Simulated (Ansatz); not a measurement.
C$_{2}$HF$_{4}$ (SMILES F[CH]C(F)(F)F), doublet, at a GFN2-xTB geometry; SC-NEVPT2/6-31G, CASSCF(5,5) (Ansatz, an electronic-structure program).

Input for Ansatz:
Ansatz 0.2 input:
```yaml
crystal:
  periodic: [false, false, false]
  atoms:
    - {symbol: F, position_ang: [1.82382863, -0.89022420, -0.11433946]}
    - {symbol: C, position_ang: [1.11755755, 0.22069307, -0.24650654]}
    - {symbol: C, position_ang: [-0.34237666, 0.17040321, 0.01126062]}
    - {symbol: F, position_ang: [-0.65163776, 0.02072628, 1.32036711]}
    - {symbol: F, position_ang: [-0.96044864, -0.83215933, -0.62622722]}
    - {symbol: F, position_ang: [-0.91346910, 1.31463171, -0.38170343]}
    - {symbol: H, position_ang: [1.66445673, 1.13665238, -0.37139760]}
basis:
  gaussian:
    orbitals: 6-31G
correlation: {method: sc_nevpt2, electrons: all, active_space: {window: {electrons: 5, orbitals: 5}}}
magnetization: {spin_polarized: false, initial_magnetization: 1}
```

Problem. Write the output that Ansatz gives for this input, abridged.

Solution. 
```
Functional definition: HF
586 factors; integrals over basis functions are off by at most 2.4e-4 eV
mean field evaluation 1: about -12890.0725 eV, gradient 4.1e1 eV
mean field evaluation 2: about -12890.0833 eV, gradient 4.1e1 eV
mean field evaluation 4: about -12894.3276 eV, gradient 3.7e0 eV
mean field evaluation 8: about -12894.3776 eV, gradient 1.0e-1 eV
mean field -12894.37766775 eV, -473.8596391666 hartree, gradient 1.6e-6 eV, S^2 0.750000; 0 other end points of the search recorded, 0 dependent functions left out
reference -12894.37766775 eV, -473.8596391666 hartree; 25, 24 occupied and 31, 32 virtual orbitals, 586 factors
state -12895.75916508 eV, -473.9104082571 hartree
state -12895.75916508 eV, -473.9104082571 hartree; corrected -12911.82107853 eV, -474.5006726895 hartree
Total energy: -12911.82107853 eV, -474.5006726895 hartree
```
